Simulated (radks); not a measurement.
The numbers below are computed, except where a source is named.
Problem. Valence configurations of Bi. Code: a radial shooting solver on a logarithmic mesh with Libxc functionals. Model: scalar-relativistic Kohn-Sham, SCAN, spin-unpolarised, spherical densities, finite nucleus; meta-GGA in the generalised Kohn-Sham scheme; Fermi nuclear charge, rms radius 5.5211 fm. Order these by energy: [Xe] 4f12 5d10 6s2 6p5; [Xe] 4f14 5d9.5 6p5.5; [Xe] 4f14 5d10 6s1 6p4; [Xe] 4f14 5d9.5 6s2 6p3.5; [Xe] 4f14 5d8 6s1 6p6; [Xe] 4f13 5d10 6s2 6p4; [Xe] 4f13.5 5d10 6s2 6p3.5; [Hg] 6p3; [Xe] 4f14 5d10 6p5.

Solution. From the lowest, in eV above it: [Hg] 6p3 0.000; [Xe] 4f14 5d10 6s1 6p4 10.447; [Xe] 4f14 5d9.5 6s2 6p3.5 11.946; [Xe] 4f14 5d10 6p5 21.220; [Xe] 4f14 5d9.5 6p5.5 34.073; [Xe] 4f14 5d8 6s1 6p6 64.956; [Xe] 4f13.5 5d10 6s2 6p3.5 77.138; [Xe] 4f13 5d10 6s2 6p4 159.02; [Xe] 4f12 5d10 6s2 6p5 337.28. NIST lists [Hg] 6p3 as the ground configuration; this level of theory agrees among the configurations tried. The energies are those of spherical spin-averaged densities, not of single terms.
